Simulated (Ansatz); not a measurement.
Input and output for C$_{2}$H$_{6}$FInS (`C[S][In]([CH3])[F]`).

```yaml
crystal:
  periodic: [false, false, false]
  atoms:
    - {symbol: C, position_ang: [-1.590991, 0.386928, 1.539570]}
    - {symbol: S, position_ang: [-0.861399, 1.845034, 0.680683]}
    - {symbol: In, position_ang: [0.692346, 0.902142, -0.715670]}
    - {symbol: C, position_ang: [1.311222, -1.156952, -1.121777]}
    - {symbol: F, position_ang: [1.676667, 2.236209, -1.737154]}
    - {symbol: H, position_ang: [-2.382012, 0.709382, 2.201290]}
    - {symbol: H, position_ang: [-2.110571, -0.319926, 0.810510]}
    - {symbol: H, position_ang: [-0.809996, -0.180563, 2.091969]}
    - {symbol: H, position_ang: [1.578752, -1.659838, -0.283091]}
    - {symbol: H, position_ang: [2.102551, -1.117689, -1.943666]}
    - {symbol: H, position_ang: [0.487051, -1.708008, -1.569375]}
basis:
  gaussian: {orbitals: def2-TZVPP}
hamiltonian: {xc: {name: BHLYP}}
```

```sh
$ ansatz run in.yaml --threads 4 --pin off --events-out ev --progress --plain --max-ram 10444MiB
```

Shortened log:

```
Functional definition: BHLYP
1831 factors; their error is unknown
mean field evaluation 1: about -20888.7488 eV, gradient 6.5e1 eV
mean field evaluation 2: about -20886.5668 eV, gradient 7.6e1 eV
mean field evaluation 4: about -20897.1120 eV, gradient 3.0e0 eV
mean field evaluation 8: about -20897.1339 eV, gradient 6.3e-2 eV
mean field evaluation 16: about -20897.2648 eV, gradient 2.0e-4 eV
mean field -20897.26482286 eV, -767.9603175654 hartree, gradient 5.9e-5 eV, S^2 0.000000; 0 other end points of the search recorded, 0 dependent functions left out
reference -20897.26504004 eV, -767.9603255466 hartree; 32, 32 occupied and 237, 237 virtual orbitals, 1831 factors
Total energy: -20897.26504004 eV, -767.9603255466 hartree
```

Hardware: 4 threads of an Intel Xeon 6975P-C on a shared host. Wall time 1.9 s, peak host memory 0.62 GiB.
